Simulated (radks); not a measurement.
Results of a calculation; reference values are marked as such.
Task: Ionisation of Ar, [Ar], to Ar+, [Ne] 3s2 3p5, under several functionals. Scalar-relativistic Kohn-Sham, spin-polarised, spherical densities, finite nucleus; open shells are filled with parallel spins first; a radial shooting solver on a logarithmic mesh with Libxc functionals. The NIST Atomic Spectra Database gives 15.760 eV (measured). Rank these functionals by the error of their Delta-SCF ionisation energy: LDA (Slater exchange, Perdew-Zunger correlation); exchange-only PBE; r2SCAN; RPBE; exchange-only r2SCAN; OLYP.

Result: From best to worst: RPBE 15.767 eV (+0.008); OLYP 15.752 eV (-0.008); LDA (Slater exchange, Perdew-Zunger correlation) 15.933 eV (+0.173); r2SCAN 16.156 eV (+0.396); exchange-only r2SCAN 15.241 eV (-0.519); exchange-only PBE 14.725 eV (-1.035). Open shells are spherical and high-spin; term and fine-structure splittings are not resolved.
